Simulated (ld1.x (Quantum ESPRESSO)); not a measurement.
# Pseudopotential generation for Ce (Z = 58): TM, Wu–Cohen, fully relativistic.

```json
{"Element": "cerium (Ce)", "Generator": "ld1.x (Quantum ESPRESSO) 7.5", "Type": "norm-conserving Troullier–Martins (Kleinman–Bylander form)", "Functional": "Wu–Cohen", "Relativity": "fully relativistic", "Frozen core": "[Kr] 4d10", "Valence charge": "12", "Reference configuration": "4f1 5s2 5p6 5d1 6s1.5 6p0.5", "Partial waves": "5s (bound): rc 1.70 bohr; 5p (bound): rc 2.80 bohr; 5d (bound): rc 3.80 bohr; 4f (bound): rc 0.85 bohr", "Local potential": "all-electron potential smoothed inside 1.30 bohr (lloc = -1)", "Core correction": "Bessel-smoothed model core inside 0.50 bohr"}
```

Open shells are filled in proportion to 2j + 1 (rel_dist='average').

Occupied shells without a wave of their own: 6p, 6s. They enter only through the test configuration that unscreens the potential, and ld1.x also counts them in the model core charge.

All-electron outer shells of the reference configuration (Wu–Cohen, scalar-relativistic, ld1.x):

| shell | level (eV) | outermost node (bohr) | outermost maximum (bohr) |
| --- | --- | --- | --- |
| 4p | -211.50 | 0.33 | 0.62 |
| 4d | -111.01 | 0.31 | 0.66 |
| 5s | -41.19 | 0.75 | 1.37 |
| 5p | -23.78 | 0.81 | 1.55 |
| 4f | -5.99 | – | 0.71 |
| 6s | -4.10 | 1.81 | 3.72 |
| 5d | -3.53 | 0.92 | 2.15 |
| 6p | -1.60 | 2.15 | 4.84 |

Problem. Does the generator finish with these settings?

Solution. No. ld1.x (Quantum ESPRESSO) 7.5 stopped with "run_pseudo: Errors in PS-KS equation": the pseudo-atom solver did not find the valence states with the expected number of nodes, which is the usual sign of a ghost state. Before that it printed "Warning: n=2, l=0 expected 1 nodes, found 2".
